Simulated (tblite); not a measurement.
Input of a run (GFN2-xTB geometry optimisation, gas phase (tblite 0.8.0)), started from a force field or distance geometry:
```
{"job": {"kind": "relax", "xc": "GFN2-xTB", "basis": "xTB"}, "charge": 0, "multiplicity": 1}
C     -1.669700    -0.480100    -1.339200
C     -0.617000    -0.104300    -0.621200
O      0.647200    -0.578400    -1.013900
Si     1.876900    -0.885600     0.031600
O      2.573200     0.516600     0.561600
C     -0.787300     0.861900     0.516500
O      0.109700     1.509600     1.045400
O     -2.047900     0.980900     0.947500
H     -1.555500    -1.149200    -2.183600
H     -2.687000    -0.130700    -1.117100
H      1.343500    -1.619700     1.216200
H      2.896900    -1.731700    -0.626500
H      1.921800     1.180000     0.878200
H     -2.005400     1.630300     1.667600
```

Output (eV, eV/Å):
```
step      E/eV     max force
  0    -749.82726    2.137
  1    -749.94080    1.528
  2    -749.98752    0.872
  3    -750.01324    0.509
  4    -750.04013    0.379
  5    -750.05601    0.432
  6    -750.08153    0.395
  7    -750.09458    0.336
  8    -750.10569    0.308
  9    -750.11543    0.255
 10    -750.12361    0.263
 11    -750.13047    0.238
 12    -750.13651    0.190
 13    -750.14152    0.209
 14    -750.14570    0.187
 15    -750.14885    0.141
 16    -750.15084    0.127
 17    -750.15238    0.110
 18    -750.15407    0.122
 19    -750.15611    0.111
 20    -750.15839    0.114
 21    -750.16050    0.112
 22    -750.16227    0.145
 23    -750.16392    0.144
 24    -750.16575    0.125
 25    -750.16766    0.145
 26    -750.16943    0.127
 27    -750.17114    0.142
 28    -750.17296    0.131
 29    -750.17483    0.103
 30    -750.17661    0.127
 31    -750.17840    0.150
 32    -750.18052    0.171
 33    -750.18291    0.160
 34    -750.18125    0.502
 35    -750.18617    0.113
 36    -750.18713    0.084
 37    -750.18941    0.117
 38    -750.19085    0.135
 39    -750.19438    0.169
 40    -750.19675    0.133
 41    -750.19863    0.113
 42    -750.20049    0.157
 43    -750.20283    0.148
 44    -750.20561    0.168
 45    -750.20772    0.175
 46    -750.20891    0.094
 47    -750.20993    0.116
 48    -750.21139    0.108
 49    -750.21284    0.087
 50    -750.21404    0.127
 51    -750.21477    0.077
 52    -750.21540    0.069
 53    -750.21577    0.048
 54    -750.21608    0.047
 55    -750.21647    0.055
 56    -750.21692    0.066
 57    -750.21728    0.058
 58    -750.21756    0.054
 59    -750.21785    0.058
 60    -750.21819    0.057
 61    -750.21849    0.046
 62    -750.21867    0.037
 63    -750.21881    0.037
 64    -750.21900    0.048
 65    -750.21928    0.065
 66    -750.21953    0.050
 67    -750.21968    0.026
 68    -750.21977    0.030
 69    -750.21988    0.035
 70    -750.22002    0.045
 71    -750.22016    0.032
 72    -750.22024    0.026
 73    -750.22031    0.026
 74    -750.22042    0.045
 75    -750.22064    0.076
 76    -750.22102    0.095
 77    -750.22140    0.074
 78    -750.22160    0.030
 79    -750.22168    0.017
 80    -750.22172    0.019
 81    -750.22179    0.029
 82    -750.22192    0.038
 83    -750.22208    0.033
 84    -750.22221    0.026
 85    -750.22228    0.024
 86    -750.22234    0.020
 87    -750.22243    0.021
 88    -750.22253    0.021
 89    -750.22261    0.016
 90    -750.22265    0.015
 91    -750.22267    0.012
 92    -750.22270    0.012
 93    -750.22274    0.014
 94    -750.22280    0.012
 95    -750.22284    0.012
 96    -750.22286    0.010
```

Question: Summarise the run.

Answer: The energy falls by 38.2 kJ/mol over 96 L-BFGS steps, the largest force on an atom goes from 2.14 to 0.010 eV/Å, and the atoms move by 0.323 Å rms after alignment. The bond that changes most is C2–O3 (vinylic carbon bearing oxygen to silyl ether oxygen), which shortens by 0.076 Å. Bonds longer at the end by more than 0.005 Å: 1 of 13; shorter: 10. Among the angles that change most is O3–Si4–H12, from 109.9° to 97.4°. Among the dihedrals that turn most is C6–C2–O3–Si4, from 35° to 7°. The energy rose by more than 1e-5 eV at step 34. The first step brought 29 % of the lowering.

Question: What are the final bond lengths?

Answer: C1=C2 1.336 Å, C2–O3 1.330 Å, O3–Si4 1.648 Å, Si4–O5 1.617 Å, C2–C6 1.485 Å, C6=O7 1.210 Å, C6–O8 1.332 Å, C1–H9 1.075 Å, C1–H10 1.073 Å, Si4–H11 1.458 Å, Si4–H12 1.449 Å, O5–H13 0.956 Å, O8–H14 0.971 Å. Numbering counts from 1 in the input's order; the species is `C=C(O[SiH2]O)C(=O)O`.

Its GFN2-xTB frequencies are all real (lowest 58 cm⁻¹). One conformer, not necessarily the lowest. 3 starts were optimised and ended at 0.00, 1.51 and 2.00 kcal/mol (GFN2-xTB); the lowest of these is shown.

The numbers are calculated, not measured.
